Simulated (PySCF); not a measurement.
## A small calculation by hand: dipole moment from atomic charges

Cl2GaHO, SMILES [OH][Ga]([Cl])[Cl]. Atoms are numbered in the order given.

```xyz
5

Ga    -0.2656    -0.0047     0.0000
Cl     0.8308     1.8393     0.0000
Cl     0.7557    -1.8762     0.0000
O     -2.0389    -0.0128     0.0000
H     -2.4271     0.8734     0.0000
```
Charge 0, spin multiplicity 1.

Geometry: B3LYP-D3(BJ)/def2-SVP. Other conformers were not sampled.

Charges (e) from PySCF with CAM-B3LYP/def2-TZVPD:

```json
[
 {"atom": "Ga1", "ESP fit": "0.712", "IAO": "0.966"},
 {"atom": "Cl2", "ESP fit": "-0.252", "IAO": "-0.302"},
 {"atom": "Cl3", "ESP fit": "-0.208", "IAO": "-0.283"},
 {"atom": "O4", "ESP fit": "-0.611", "IAO": "-0.752"},
 {"atom": "H5", "ESP fit": "0.359", "IAO": "0.371"}
]
```

The dipole moment of the full density is 1.45 D.

Task: What dipole moment does each set of point charges give, and which comes closer to that of the density?

Result: 
μ = Σ q r, and 1 e Å = 4.8032 D.
ESP fit: Σ q r = (-0.181, 0.245, 0.000) e Å, |μ| = 1.46 D.
IAO: Σ q r = (-0.089, 0.305, 0.000) e Å, |μ| = 1.52 D.
ESP fit comes closer in size. Point charges leave out the atoms' own dipoles (lone pairs, polarised bonds); fits to the potential absorb them, partitions of the density don't.
